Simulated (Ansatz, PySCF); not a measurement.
CdBr2, SMILES [Br][Cd][Br]. Atoms are numbered in the order given.

```xyz
3

Cd     0.0000     0.0000    -0.0951
Br     0.0000    -2.4257    -0.0951
Br     0.0000     2.4257    -0.0951
```

Coordinates come from a B3LYP-D3(BJ)/def2-SVP optimisation. The structure was generated by enumeration; whether it is a known compound was not checked. The def2 effective core potentials stand for the cores of Cd; spin–orbit coupling is left out.

Two levels are set side by side: PBE-D3(BJ)/def2-SVP (Ansatz, an electronic-structure program) and B3LYP-D3(BJ)/def2-SVP (Ansatz). Each level has its own optimised geometry; the coordinates shown are those of the second. Frequencies come from the Hessian of PySCF at each geometry. Differences are taken from unrounded values.

```csv
quantity,B3LYP-D3(BJ)
mean bond length (Å),2.426
bond Cd1–Br2 (Å),2.426
bond Cd1–Br3 (Å),2.426
highest harmonic wavenumber (cm⁻¹),315
mean harmonic wavenumber (cm⁻¹),161
zero-point energy (kcal/mol),0.92
```

Problem. What does PBE-D3(BJ) give, and how far is it from B3LYP-D3(BJ)? (The exact figures need the calculation; the answer reports its results.)

Solution. 
```json
[
 {"quantity": "mean bond length (Å)", "PBE-D3(BJ)": "2.420", "PBE-D3(BJ) minus B3LYP-D3(BJ)": "-0.006"},
 {"quantity": "bond Cd1–Br2 (Å)", "PBE-D3(BJ)": "2.420", "PBE-D3(BJ) minus B3LYP-D3(BJ)": "-0.006"},
 {"quantity": "bond Cd1–Br3 (Å)", "PBE-D3(BJ)": "2.420", "PBE-D3(BJ) minus B3LYP-D3(BJ)": "-0.006"},
 {"quantity": "highest harmonic wavenumber (cm⁻¹)", "PBE-D3(BJ)": "314", "PBE-D3(BJ) minus B3LYP-D3(BJ)": "-2"},
 {"quantity": "mean harmonic wavenumber (cm⁻¹)", "PBE-D3(BJ)": "160", "PBE-D3(BJ) minus B3LYP-D3(BJ)": "0"},
 {"quantity": "zero-point energy (kcal/mol)", "PBE-D3(BJ)": "0.92", "PBE-D3(BJ) minus B3LYP-D3(BJ)": "0.00"}
]
```

On these quantities the two levels nearly agree.
